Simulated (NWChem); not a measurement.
System: MgHCl; SMILES [MgH][Cl]

The following NWChem deck was run.

```
start job
memory heap 200 mb stack 900 mb global 1100 mb
geometry units angstroms
  Mg    -0.001929     1.135785     0.000000
  H     -0.007709     2.829044     0.000000
  Cl     0.001422    -1.075646     0.000000
end
basis spherical
  * library sto-3g
end
dft
  xc hfexch
  iterations 150
end
driver
  maxiter 120
end
task dft optimize
task dft freq
```

NWChem printed, in part:

```
             Northwest Computational Chemistry Package (NWChem) 7.3.0
             --------------------------------------------------------

 ORDER OF PRIMARY AXIS IS BEING SET TO 4
 C4V symmetry detected
  decreasing threquiv to    1.0000000000000000E-003
 ORDER OF PRIMARY AXIS IS BEING SET TO 4
 CS  symmetry detected

 AUTOZ failed to generate good internal coordinates.
 Cartesian coordinates will be used in optimizations.

                             Geometry "geometry" -> ""
                             -------------------------

 Output coordinates in angstroms (scale by  1.889725989 to convert to a.u.)

  No.       Tag          Charge          X              Y              Z
 ---- ---------------- ---------- -------------- -------------- --------------
    1 Mg                  12.0000     0.00034739     1.19670343     0.00000000
    2 H                    1.0000    -0.00252686     2.88996986     0.00000000
    3 Cl                  17.0000    -0.00009658    -1.01473006     0.00000000

 Effective nuclear repulsion energy (a.u.)      54.8695769742

      Symmetry information
      --------------------

 Group name             Cs
 Group number              2
 Group order               2
 No. of unique centers     3

  xc_inp: hfexch multiplicative factor not found.

                           NWChem Geometry Optimization
                           ----------------------------

 maximum gradient threshold         (gmax) =   0.000450
 rms gradient threshold             (grms) =   0.000300
 maximum cartesian step threshold   (xmax) =   0.001800
 rms cartesian step threshold       (xrms) =   0.001200
 fixed trust radius                (trust) =   0.300000
 source of zmatrix                         =

          -------------------
          Energy Minimization
          -------------------

 Using diagonal initial Hessian

          --------
          Step   0

                                 NWChem DFT Module
                                 -----------------

 Summary of "ao basis" -> "ao basis" (spherical)
 ------------------------------------------------------------------------------
       Tag                 Description            Shells   Functions and Types
 ---------------- ------------------------------  ------  ---------------------
 Mg                          sto-3g                  5        9   3s2p
 H                           sto-3g                  1        1   1s
 Cl                          sto-3g                  5        9   3s2p

      Symmetry analysis of basis
      --------------------------

        a'         15
        a"          4

[...]

      ----------------------
      Optimization converged
      ----------------------

  Step       Energy      Delta E   Gmax     Grms     Xrms     Xmax
  ---- ---------------- -------- -------- -------- -------- --------
@    4    -652.37052690 -1.0D-07  0.00003  0.00001  0.00018  0.00042
                                     ok       ok       ok       ok

                         Geometry "geometry" -> "geometry"
                         ---------------------------------

 Output coordinates in angstroms (scale by  1.889725989 to convert to a.u.)

  No.       Tag          Charge          X              Y              Z
 ---- ---------------- ---------- -------------- -------------- --------------
    1 Mg                  12.0000    -0.00029597     1.21875845     0.00000000
    2 H                    1.0000    -0.00206146     2.74453422     0.00000000
    3 Cl                  17.0000     0.00008139    -0.89134944     0.00000000

 Effective nuclear repulsion energy (a.u.)      57.7956712987

      Symmetry information
      --------------------

 Group name             Cs
 Group number              2
 Group order               2
 No. of unique centers     3

[...]

 Rotational Constants
 --------------------
 A= ********** cm-1  (********** K)
 B=   2.471716 cm-1  (  3.556169 K)
 C=   2.471716 cm-1  (  3.556168 K)

 Temperature                      =   298.15K
 frequency scaling parameter      =   1.0000

 Zero-Point correction to Energy  =    7.828 kcal/mol  (  0.012475 au)
 Thermal correction to Energy     =    9.753 kcal/mol  (  0.015542 au)
 Thermal correction to Enthalpy   =   10.345 kcal/mol  (  0.016486 au)

 Total Entropy                    =   38.376 cal/mol-K
   - Translational                =   35.687 cal/mol-K (mol. weight =  26.0007)
   - Rotational                   =    1.992 cal/mol-K (symmetry #  =        1)
   - Vibrational                  =    0.698 cal/mol-K

 Cv (constant volume heat capacity) =    7.246 cal/mol-K
   - Translational                  =    2.979 cal/mol-K
   - Rotational                     =    2.979 cal/mol-K
   - Vibrational                    =    1.287 cal/mol-K

[normal modes left out]

 ----------------------------------------------------------------------------
 Normal Eigenvalue ||           Projected Infra Red Intensities
  Mode   [cm**-1]  || [atomic units] [(debye/angs)**2] [(KM/mol)] [arbitrary]
 ------ ---------- || -------------- ----------------- ---------- -----------
    1       -0.000 ||    0.003554           0.082         3.465       0.118
    2        0.000 ||    0.065334           1.507        63.691       2.160
    3        0.000 ||    0.296657           6.844       289.196       9.809
    4        0.000 ||    0.493203          11.379       480.799      16.308
    5        0.000 ||    0.059044           1.362        57.559       1.952
    6        0.000 ||    0.000000           0.000         0.000       0.000
    7      484.663 ||    0.792596          18.286       772.661      26.208
    8     2419.859 ||    0.649710          14.989       633.369      21.483
    9     2574.034 ||    0.361763           8.346       352.664      11.962
 ----------------------------------------------------------------------------
```

Level: Hartree-Fock/STO-3G.
